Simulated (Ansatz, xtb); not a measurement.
**GaH3N2: where a starting geometry ends**

The starting geometry of this gas-phase singlet has its atoms placed at random.

```xyz
6

Ga   -0.2705    0.0389    0.0956
N     1.2635    1.5398    0.0910
N     0.0224    1.1784   -1.8382
H     0.8978    0.5060   -1.9187
H     0.9910   -1.2337   -1.1040
H     1.3854   -0.2136    0.3391
```

Problem. Guess where an optimisation with r2SCAN-D4/def2-SVP ends from this start.

Solution. It ends as a structure given below by its coordinates. Distances that change by over a tenth: Ga1–N2 (2.15 → 1.86 Å). Contacts that open: Ga1–H6 (1.69 → 2.45 Å). Contacts that close: Ga1–N3 (2.26 → 1.85 Å), Ga1–H5 (2.16 → 1.52 Å), N2–N3 (2.32 → 1.59 Å), N2–H6 (1.78 → 1.03 Å).

The energy falls by 8.09 eV over 14 steps:

```json
{"step": "1", "E − E(last) (eV)": "8.088"}
{"step": "2", "E − E(last) (eV)": "5.534"}
{"step": "4", "E − E(last) (eV)": "2.642"}
{"step": "5", "E − E(last) (eV)": "1.869"}
{"step": "7", "E − E(last) (eV)": "0.885"}
{"step": "8", "E − E(last) (eV)": "0.607"}
{"step": "10", "E − E(last) (eV)": "0.109"}
{"step": "11", "E − E(last) (eV)": "0.030"}
{"step": "13", "E − E(last) (eV)": "0.001"}
{"step": "14", "E − E(last) (eV)": "0.000"}
```

Final geometry (Å):

```yaml
atoms:
  - { symbol: Ga, position_ang: [0.2382, -0.5641, -0.5550] }
  - { symbol: N, position_ang: [0.9314, 1.0309, 0.0903] }
  - { symbol: N, position_ang: [0.2900, 1.1012, -1.3651] }
  - { symbol: H, position_ang: [1.0375, 1.1956, -2.0667] }
  - { symbol: H, position_ang: [-0.1649, -2.0276, -0.4542] }
  - { symbol: H, position_ang: [1.9575, 1.0797, 0.0154] }
```

From the same start GFN2-xTB ends elsewhere, differing in Ga1–N2 (2.36 against 1.86 Å here), Ga1–H5 (3.08 against 1.52 Å here), N2–H5 (1.02 against 3.29 Å here).

From so rough a start the end depends on the optimiser's path, so another program may land elsewhere. No frequencies were run, so the end isn't proven a minimum. Run with Ansatz 0.2.0, 13 s on 2 threads of Intel(R) Xeon(R) 6975P-C (Granite Rapids), on a shared host.
